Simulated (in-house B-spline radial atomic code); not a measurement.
Atomic self-consistent-field run: Yb5+ (an excited or competing configuration). Level of theory: Dirac-Hartree-Fock, average of configuration, Fermi nucleus of rms radius 5.3108 fm; calculated with an all-electron radial atomic-structure program (B-spline basis).

Command:
```bash
python run_scf.py task.json out
```
Settings (nuclear radius in fm, mass in u):
```
Z                70
configuration    [Kr] 4d10 4f12 5s2 5p4 8g1
hamiltonian      dirac
method           hf
spin_polarised   False
nucleus          fermi
rms_radius       5.3108
atomic_mass      173.93887
speed_of_light   137.035999084
```

Output (hartree, bohr):
```
 radial grid: 78 intervals, B-splines of order 8, outer radius 53.3333 bohr

 iter        energy (Eh)    residual
    1      -14025.404362    7.64e-01
    2      -14037.992872    1.17e+00
    3      -14057.901114    2.19e-01
    4      -14058.457746    7.47e-02
    5      -14058.513200    9.87e-03
    6      -14058.514395    2.11e-03
    7      -14058.514425    9.33e-04
    8      -14058.514444    4.19e-04
    9      -14058.514446    1.52e-05
   10      -14058.514446    3.63e-07

 total energy                    -14058.51445
 kinetic                           15612.0638
 electron-nucleus                 -34707.3432
 electron-electron                  5036.7649

 first-order corrections (not in the total)
   Gaunt                            15.8197
   retardation                      -1.6717
   frequency dependence             -0.2505
   self-energy                      11.3359
   Uehling                          -2.0024
   Wichmann-Kroll                    0.0730
   recoil                            0.0279

 orbital      occ     eigenvalue          <r>       <r^2>       <1/r>       r_max    small
 1s1/2      2.000     -2271.0268    0.0196596 0.000529863     80.6117     0.01237  6.90e-02
 2s1/2      2.000      -392.2979     0.082688  0.00814213     19.4806     0.07071  1.55e-02
 2p1/2      2.000      -373.4582    0.0688057  0.00587456      19.408     0.05303  1.55e-02
 2p3/2      4.000      -334.8932     0.076264  0.00708173     16.6796     0.05942  1.42e-02
 3s1/2      2.000       -93.1459     0.215672   0.0533155     7.15532      0.1993  5.06e-03
 3p1/2      2.000       -84.8538     0.205848   0.0493512     7.05689      0.1874  4.98e-03
 3p3/2      4.000       -76.5290     0.219667   0.0560031     6.36134      0.2005  4.61e-03
 3d3/2      4.000       -62.6208     0.193486   0.0440082     6.23131      0.1582  4.47e-03
 3d5/2      6.000       -60.8224     0.197777   0.0458509     6.06281      0.1618  4.36e-03
 4s1/2      2.000       -22.0767     0.487448    0.268194     2.97195      0.4554  1.61e-03
 4p1/2      2.000       -18.6652     0.496255    0.280305      2.8576      0.4576  1.52e-03
 4p3/2      4.000       -16.7549     0.526345    0.315125     2.63034      0.4847  1.39e-03
 4d3/2      4.000       -11.1289     0.550628    0.351396     2.41014      0.4862  1.21e-03
 4d5/2      6.000       -10.7729     0.561607    0.365354     2.35163      0.4954  1.17e-03
 4f5/2      5.143        -3.8812     0.663567    0.545094     1.89491      0.4768  7.99e-04
 4f7/2      6.857        -3.8235     0.672192    0.559528     1.87092      0.4821  7.83e-04
 5s1/2      2.000        -5.3182      1.15109     1.48022     1.15548        1.05  3.54e-04
 5p1/2      1.333        -4.2802      1.24605     1.74117     1.05716       1.124  3.05e-04
 5p3/2      2.667        -3.9812       1.3194     1.94941    0.985313       1.193  2.75e-04
 8g7/2      0.444        -0.2831       14.194         228   0.0958704       16.15  7.84e-06
 8g9/2      0.556        -0.2832      14.1915     227.925    0.095903       16.15  7.85e-06
```

Time taken, with all properties: 2.3 s on 1 thread of Arm Neoverse V1, on a shared host.

For the Dirac Hamiltonian the kinetic term is c α·p + (β - 1)c².
